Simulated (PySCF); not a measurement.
# Computed properties of CH₇ClOSi₂, SMILES [Si@@H](Cl)(O)[SiH2]C

CH₇ClOSi₂, SMILES C[SiH2][Si@@H](O)Cl. Geometry optimised at ωB97X-D3(BJ)/def2-SVP. The structure was generated by enumeration; whether it is a known compound was not checked. One conformer was computed; it need not be the lowest. All values are computed for the isolated molecule unless a solvent is named; none is compared with measurement here.

**Structure.** All 30 harmonic modes at ωB97X-D3(BJ)/def2-SVP (PySCF) are real, so it is a minimum. With heavy atoms numbered as in [CH3:1][SiH2:2][Si@@H:3]([OH:4])[Cl:5], the shortest bond between them is Si3–O4 at 1.665 Å and the longest Si2–Si3 at 2.321 Å.

**Vibrations.** The strongest infrared lines (harmonic, unscaled, degenerate partners summed) lie at 835 cm⁻¹ (261 km/mol, H 82 %, Si 10 %), 2248 cm⁻¹ (142 km/mol, H 96 %), 756 cm⁻¹ (136 km/mol, H 89 %). The softest mode is at 39 cm⁻¹ and the zero-point energy is 50.1 kcal/mol.

**Electronic structure.** M06-2X/def2-TZVP (PySCF) places the frontier levels at -9.00 and 0.53 eV, a gap of 9.53 eV, and gives a dipole moment of 1.95 D and a mean polarisability of 80.3 bohr³. PBE/def2-TZVP (PySCF) at the same geometry gives -6.69 and -1.09 eV, so its gap is 3.93 eV narrower. An orbital gap is neither the optical nor the fundamental gap.

**Excitations.** TDA-B3LYP/def2-SVPD (PySCF) has S1 at 6.31 eV (196 nm, f = 0.014, weak); the most intense of the 10 singlets computed lies at 7.55 eV (f = 0.14). T1 (TDA) is at 5.80 eV, 0.51 eV under S1. TDA-PBE/def2-SVPD (PySCF) puts S1 at 5.80 eV. No vertical singlet excitation falls in the visible range (under 3.1 eV).

**NMR.** GIAO shifts at KT2/pcSseg-1 (PySCF) (non-relativistic, atoms alike by connectivity averaged): ¹³C at -8.7 ppm against TMS; ¹H from 0.6 to 6.4 ppm against TMS; ²⁹Si from -69.7 to 16.2 ppm against TMS. Without spin–orbit terms, shifts of atoms bonded to Cl or Br come out too high.

**Solvation.** SMD-B3LYP/6-31G* (PySCF) gives -2.9 kcal/mol in water, -5.4 kcal/mol in dichloromethane, -3.8 kcal/mol in benzene (1 M in both phases, gas-phase geometry); of these solvents dichloromethane holds the molecule best.
